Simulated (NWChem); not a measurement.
# CH$_{4}$MgO$_{2}$; SMILES C[O][Mg][OH]

Program: NWChem. The geometry was optimised at PBE0/def2-SVP. One conformer.

Diagonal of the polarisability tensor at PBE/def2-SVPD, static: 40.60, 57.46, 40.59 bohr³.

Q: Find the mean polarisability volume, the molar refraction, and the refractive index that an ideal gas of it would have at 273.15 K and 1 atm.

A: 
1. Mean: one third of the trace = 46.22 bohr³ × 0.14818 Å³/bohr³ = 6.85 Å³.
2. Molar refraction (Lorentz-Lorenz): (4π/3) N_A α = 17.3 cm³/mol.
3. Number density p/kT = 2.687 × 10⁻⁵ Å⁻³; n − 1 = 2π N α = 11.56 × 10⁻⁴.
4. These hold the electronic response alone: vibrational and orientational terms add to the static dielectric constant.
